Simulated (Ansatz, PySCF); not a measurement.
Gas-phase reaction R1 → 2 P1, each structure at its B3LYP-D3(BJ)/def2-TZVP stationary point, reached from a drawn start (curvature not checked).
R1: H2O2 (SMILES OO), charge 0, multiplicity 1.
P1: OH (SMILES [OH]), charge 0, multiplicity 2.

P less R. No zero-point or thermal terms; singlets are restricted closed shells; open shells are unrestricted; no spin–orbit coupling.

Cores are frozen in the correlated methods.

Codes used: Ansatz (Gaussian basis) for Hartree–Fock, density functionals and correlated methods; PySCF for the D3/D4 terms. Each number belongs to the level named beside it.

Total energies in hartree:

| structure | PBE/def2-TZVPP | B3LYP-D3(BJ)/def2-TZVPP | CCSD(T)/cc-pVQZ |
|---|---|---|---|
| R1 | -151.467172 | -151.622602 | -151.408114 |
| P1 | -75.683357 | -75.770086 | -75.661589 |

Problem. Work out the reaction energy at each level in kcal/mol (1 hartree = 627.50947 kcal/mol), and say how far PBE/def2-TZVPP lies from CCSD(T)/cc-pVQZ.

Solution. 
- PBE/def2-TZVPP: 2 × (-75.683357) − (-151.467172) = 0.100458 hartree = 63.04 kcal/mol
- B3LYP-D3(BJ)/def2-TZVPP: 2 × (-75.770086) − (-151.622602) = 0.082430 hartree = 51.73 kcal/mol
- CCSD(T)/cc-pVQZ: 2 × (-75.661589) − (-151.408114) = 0.084936 hartree = 53.30 kcal/mol
PBE/def2-TZVPP less CCSD(T)/cc-pVQZ: 9.74 kcal/mol. CCSD(T)/cc-pVQZ is the level counted from, the highest shown, and no exact or measured value.

Ansatz is a quantum-chemistry and plane-wave program.
